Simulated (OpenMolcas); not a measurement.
**Potential curves of Sb₂⁺: spin-free states**

Calculated with OpenMolcas 26.06: state-averaged CASSCF(5,6) over Sb 5p, Sb 5p, XMS-CASPT2 (IPEA 0.25, imaginary shift 0.2 hartree), scalar X2C, ANO-RCC-VDZP, then RASSI spin–orbit state interaction with atomic mean-field integrals. C2 symmetry about the axis (a holds Σ, Δ, Γ; b holds Π, Φ, H; Σ⁺ and Σ⁻ are not told apart); roots by multiplicity and irrep: 2b 8, 2a 2, 4b 2, 4a 4, 6a 1.

XMS-CASPT2 energies in eV from the lowest point. Curves are followed by energy order within each symmetry, so they are adiabatic and may change character at avoided crossings and where g and u states cross; Σ⁺ and Σ⁻ are counted together.

| R (Å) | (1)2Π | (1)2Σ | (1)4Π | (1)4Σ | (2)2Π | (1)6Σ | (2)2Σ |
| --- | --- | --- | --- | --- | --- | --- | --- |
| 2.358 | 0.625 | 0.726 | 2.764 | 2.356 | 3.308 | 4.075 | 3.296 |
| 2.474 | 0.178 | 0.482 | 1.910 | 1.740 | 2.446 | 3.088 | 2.658 |
| 2.591 | 0.000 | 0.472 | 1.406 | 1.405 | 1.931 | 2.431 | 2.311 |
| 2.721 | 0.044 | 0.601 | 1.117 | 1.240 | 1.600 | 1.970 | 2.115 |
| 2.850 | 0.198 | 0.796 | 1.021 | 1.203 | 1.468 | 1.703 | 2.042 |
| 3.031 | 0.560 | 1.115 | 1.087 | 1.271 | 1.483 | 1.538 | 2.078 |
| 3.265 | 1.053 | 1.478 | 1.344 | 1.456 | 1.670 | 1.532 | 2.206 |
| 3.627 | 1.720 | 1.909 | 1.844 | 1.790 | 2.051 | 1.725 | 2.450 |
| 4.146 | 2.381 | 2.324 | 2.401 | 2.196 | 2.479 | 2.090 | 2.729 |

The 7 lowest clean curves are shown; the next is (1)4Δ, from 2.12 eV. g and u states are not told apart. Only roots inside an energy window near the equilibrium distance were included, so the list of states is not complete; labels number the states computed. Each spin and symmetry block has orbitals of its own, averaged over its own roots, so gaps between blocks are less sure than gaps within one and near the minimum can be off by tenths of an eV, in bad cases by more. No Rydberg orbitals are active, so Rydberg states, and σ→σ* states whose orbital the CASSCF left unused, can be missing between those listed. CASPT2 splits the two components of degenerate states numerically, here by up to 63 cm⁻¹. No roots were computed in block 6b (none fell in the window or the block failed), so states of that kind are missing and can lie low or lowest. Points that failed a check (symmetry, reference weights, a jump) are left out.
